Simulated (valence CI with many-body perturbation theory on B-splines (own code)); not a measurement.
**Energy levels of Sc14+**

Calculated by configuration interaction combined with many-body perturbation theory (CI+MBPT): five valence electrons over a frozen Dirac-Fock core [He], radial functions for each j: 11 s, 11 p, 10 d, 8 f, 5 g, 2 h, with the one-electron correlation potential Σ1, the two-electron term Σ2, the three-electron term Σ3, Breit, model QED; selected CI, second order for the rest, scaled by the run's own slope (own B-spline code, finite nucleus).

No measured levels were compared; by estimate levels of excited configurations hold to 0.05 to 0.15 % of their energy, terms of the ground configuration to about 0.5 %. Among the levels kept, up to 5500 cm⁻¹ of a level comes from second order outside the variational space, and about a tenth of that is noise between levels of different J, which matters for small intervals.

Levels 91 to 135 of 197, with energies above the lowest level, 2s2 2p3 4S°_3/2. "Leading %" is the weight of the configuration and term that name the level; weights of strongly mixed levels are sums over their largest components and can fall short. In the jj column 3d3/2^4 stands for four electrons in 3d with j = 3/2.

```tsv
No.	Configuration	Term	J	E (eV)	Leading %	g	Leading jj	Second component
91	2s 2p3 3d	6D°	3/2	607.95	99	1.863	2s 2p1/2 2p3/2^2 3d3/2 (46 %)	
92	2s 2p3 3d	6D°	5/2	607.96	98	1.654	2s 2p1/2 2p3/2^2 3d3/2 (36 %)	
93	2s 2p3 3d	6D°	7/2	607.99	99	1.585	2s 2p1/2 2p3/2^2 3d5/2 (32 %)	
94	2s 2p3 3d	6D°	9/2	608.06	99	1.553	2s 2p1/2 2p3/2^2 3d5/2 (54 %)	
95	2s 2p3 3s	2P°	1/2	613.01	94	0.669	2s 2p1/2 2p3/2^2 3s (74 %)	
96	2s 2p3 3s	2P°	3/2	613.41	88	1.297	2s 2p3/2^3 3s (47 %)	7 % 2s 2p3 3s 2D°
97	2s 2p3 3p	4D	1/2	613.75	83	0.128	2s 2p1/2^2 2p3/2 3p1/2 (35 %)	14 % 2s 2p3 3p 2P
98	2s 2p3 3p	4D	3/2	613.80	68	1.194	2s 2p1/2 2p3/2^2 3p1/2 (49 %)	17 % 2s 2p3 3p 2P
99	2s 2p3 3p	4D	5/2	614.47	68	1.269	2s 2p1/2 2p3/2^2 3p1/2 (57 %)	29 % 2s 2p3 3p 4F
100	2s 2p3 3p	4D	7/2	615.19	62	1.353	2s 2p1/2 2p3/2^2 3p1/2 (62 %)	36 % 2s 2p3 3p 4F
101	2s 2p3 3p	4F	3/2	615.22	64	0.710	2s 2p1/2^2 2p3/2 3p1/2 (36 %)	28 % 2s 2p3 3p 2P
102	2s 2p3 3p	4F	5/2	615.96	62	1.146	2s 2p1/2 2p3/2^2 3p3/2 (34 %)	33 % 2s 2p3 3p 4D
103	2s 2p3 3p	2P	3/2	616.18	44	1.069	2s 2p1/2 2p3/2^2 3p3/2 (61 %)	28 % 2s 2p3 3p 4D
104	2s 2p3 3p	4F	7/2	616.45	58	1.316	2s 2p1/2 2p3/2^2 3p3/2 (73 %)	40 % 2s 2p3 3p 4D
105	2s 2p3 3p	4F	9/2	616.83	99	1.332	2s 2p1/2 2p3/2^2 3p3/2 (99 %)	
106	2s 2p3 3p	2P	1/2	616.88	82	0.582	2s 2p1/2 2p3/2^2 3p3/2 (52 %)	13 % 2s 2p3 3p 4D
107	2s 2p3 3d	4D°	5/2	617.67	98	1.369	2s 2p1/2 2p3/2^2 3d5/2 (30 %)	
108	2s 2p3 3d	4D°	3/2	617.72	98	1.198	2s 2p1/2 2p3/2^2 3d5/2 (41 %)	
109	2s 2p3 3d	4D°	1/2	617.81	99	0.005	2s 2p1/2 2p3/2^2 3d5/2 (57 %)	
110	2s 2p3 3d	4D°	7/2	617.82	98	1.426	2s 2p1/2 2p3/2^2 3d5/2 (30 %)	
111	2s 2p3 3p	2F	7/2	618.42	95	1.153	2s 2p1/2 2p3/2^2 3p3/2 (54 %)	
112	2s 2p3 3p	2F	5/2	618.49	92	0.879	2s 2p1/2 2p3/2^2 3p3/2 (43 %)	
113	2s 2p3 3p	4P	3/2	622.17	73	1.784	2s 2p1/2 2p3/2^2 3p3/2 (52 %)	23 % 2s 2p3 3p 4S
114	2s 2p3 3p	4P	1/2	622.84	97	2.648	2s 2p1/2^2 2p3/2 3p3/2 (42 %)	
115	2s 2p3 3p	4P	5/2	623.06	96	1.587	2s 2p1/2 2p3/2^2 3p1/2 (57 %)	
116	2s 2p3 3p	2D	3/2	624.55	80	0.889	2s 2p1/2 2p3/2^2 3p3/2 (48 %)	14 % 2s 2p3 3p 2P
117	2s 2p3 3p	2D	5/2	625.00	91	1.211	2s 2p1/2 2p3/2^2 3p3/2 (71 %)	
118	2s 2p3 3s	4S°	3/2	625.86	91	1.960	2s 2p1/2 2p3/2^2 3s (57 %)	5 % 2s 2p3 3s 2P°
119	2s 2p3 3p	4D	1/2	626.89	89	0.070	2s 2p1/2 2p3/2^2 3p1/2 (84 %)	9 % 2s 2p3 3p 2P
120	2s 2p3 3p	4D	3/2	627.20	83	1.231	2s 2p1/2 2p3/2^2 3p1/2 (38 %)	7 % 2s 2p3 3p 4S
121	2s 2p3 3p	4S	3/2	627.41	66	1.857	2s 2p1/2 2p3/2^2 3p3/2 (34 %)	22 % 2s 2p3 3p 4P
122	2s 2p3 3p	4D	5/2	627.55	88	1.347	2s 2p1/2 2p3/2^2 3p3/2 (40 %)	
123	2s 2p3 3s	2D°	5/2	627.57	96	1.204	2s 2p1/2 2p3/2^2 3s (74 %)	
124	2s 2p3 3s	2D°	3/2	627.74	94	0.814	2s 2p1/2 2p3/2^2 3s (70 %)	
125	2s 2p3 3p	4D	7/2	628.10	90	1.409	2s 2p3/2^3 3p3/2 (58 %)	4 % 2s 2p3 3p 4F
126	2s 2p3 3s	2S°	1/2	629.15	86	1.865	2s 2p1/2 2p3/2^2 3s (57 %)	9 % 2s 2p3 3s 2P°
127	2s 2p3 3p	2P	1/2	629.81	84	0.682	2s 2p1/2 2p3/2^2 3p3/2 (41 %)	7 % 2s 2p3 3p 4D
128	2s 2p3 3p	4P	1/2	630.99	92	2.559	2s 2p1/2 2p3/2^2 3p1/2 (56 %)	
129	2s 2p3 3p	4P	3/2	631.12	80	1.612	2s 2p1/2 2p3/2^2 3p3/2 (56 %)	9 % 2s 2p3 3p 2P
130	2s 2p3 3p	4P	5/2	631.32	83	1.539	2s 2p1/2 2p3/2^2 3p3/2 (26 %)	13 % 2s 2p3 3p 2D
131	2s 2p3 3p	2P	3/2	631.69	53	1.261	2s 2p1/2 2p3/2^2 3p3/2 (27 %)	19 % 2s 2p3 3p 2D
132	2s 2p3 3p	2D	3/2	631.94	76	0.917	2s 2p1/2 2p3/2^2 3p3/2 (42 %)	21 % 2s 2p3 3p 2P
133	2s 2p3 3p	2D	5/2	632.75	79	1.234	2s 2p3/2^3 3p3/2 (49 %)	10 % 2s 2p3 3p 4P
134	2s 2p3 3d	4F°	3/2	635.95	98	0.410	2s 2p1/2 2p3/2^2 3d3/2 (44 %)	
135	2s 2p3 3d	4F°	5/2	636.24	91	1.006	2s 2p1/2 2p3/2^2 3d3/2 (52 %)	6 % 2s 2p3 3d 4G°
```

Names give the largest LS component (configuration and term), which can be under half, so a name can repeat, a term be missing and a line seem to break the LS rules; names also repeat where a configuration has a term twice.

Where two levels of one J and parity lie close, their mixing, g and order are uncertain.
